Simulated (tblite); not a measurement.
Compound: C₅H₉N₃OSi.
Cartesian coordinates in Å at the GFN2-xTB level; atoms count from 1:
```
atom  x, y, z in Å
C1    -1.120   -1.577    0.747
C2    -1.218   -0.214    0.165
N3    -2.203    0.572    0.567
C4    -2.274    1.772    0.000
N5    -1.466    2.233   -0.928
N6    -0.475    1.479   -1.321
C7    -0.314    0.276   -0.805
C8     0.878   -0.506   -1.274
O9     1.741   -0.821   -0.221
Si10   2.551    0.198    0.755
H11   -1.303   -2.321   -0.029
H12   -0.119   -1.746    1.138
H13   -1.859   -1.691    1.535
H14   -3.073    2.425    0.325
H15    1.397    0.088   -2.034
H16    0.551   -1.453   -1.720
H17    1.633    1.045    1.525
H18    3.454    1.059   -0.006
H19    3.207   -0.808    1.573
```

Method: GFN2-xTB as coded in tblite; computed harmonic values from a numerical Hessian at the method's own geometry, unscaled. Errors from tens to a few hundred cm⁻¹ against measured bands are possible. Modes of hydrogen on silicon can be 10 to 20 % off. One conformer, not necessarily the lowest.

Harmonic wavenumbers (cm⁻¹): 40.7, 44.6, 74.2, 103.5, 119.2, 186.6, 216.6, 264.9, 303.1, 373.9, 409.6, 491.6, 560.0, 600.4, 621.5, 655.7, 741.8, 748.4, 765.9, 777.1, 805.1, 835.8, 888.0, 908.4, 971.8, 1003.4, 1012.7, 1118.1, 1142.7, 1184.9, 1203.2, 1215.6, 1249.0, 1307.2, 1371.2, 1379.5, 1406.6, 1441.2, 1448.0, 1460.7, 1505.8, 1542.3, 2222.0, 2276.2, 2353.6, 2914.4, 2936.1, 3005.6, 3036.8, 3061.5, 3069.8.

A = 1948, B = 833.6, C = 722.7 MHz; mass 155.051 u (most abundant isotopes); point group C1, symmetry number 1.

Task: What is the zero-point energy?

Result: ½Σν̃ = 29688 cm⁻¹ = 84.88 kcal/mol.

Task: What is S at 273.15 K and 1 bar for an ideal gas of classical rigid rotors and harmonic oscillators?

Result: Translation 40.62, rotation 29.73, vibration 32.03: S = 102.4 cal/(mol K).

Task: And Cp and H(273.15 K) − H(0)?

Result: Cp = 38.84 cal/(mol K), of which vibrations give 30.89 (their classical limit is 51 R = 101.3); H(273.15 K) − H(0) = 6.58 kcal/mol without the zero-point energy, 4.40 from vibrations.

Task: Blend soft modes into free rotors: weight 1/[1 + (100 cm⁻¹/ν̃)⁴] for the oscillator and the rest for a rotor with moment μB/(μ + B), μ = h/(8π²ν), B = 10⁻⁴⁴ kg m². What vibrational entropy results?

Result: 28.50 cal/(mol K) in place of 32.03, which changes −T·S at 273.15 K by +0.96 kcal/mol.

Task: How do the functions run with temperature in this model?

Result: 
```csv
T (K),S (cal/(mol K)),Cp (cal/(mol K)),H − H(0) (kcal/mol),G − H(0) (kcal/mol),ln q(vib)
100,74.2,20.7,1.46,-5.96,2.60
200,91.6,30.8,4.03,-14.29,5.80
300,106.2,41.8,7.66,-24.19,8.80
500,132.2,60.9,18.04,-48.09,14.58
800,165.1,78.7,39.24,-92.87,22.72
1000,183.5,86.0,55.75,-127.78,27.71
```

q(vib) and H(0) count from the zero-point level.

Task: What must be added to the electronic energy to get the Gibbs energy at 273.15 K and 1 bar?

Result: ZPE + [H(273.15 K) − H(0)] − T·S = 84.88 + 6.58 − 27.96 = 63.50 kcal/mol.

Hindered rotation and anharmonicity are outside this model. Other conformers, if any are populated, would add a mixing term that is left out. The structure is chiral; the term R ln 2 for an equal mix with its mirror image is left out.

Hardware: one thread, Arm Neoverse N1 (aarch64) (shared host). Cost: 1.4 s. The figure is for the frequency step alone.
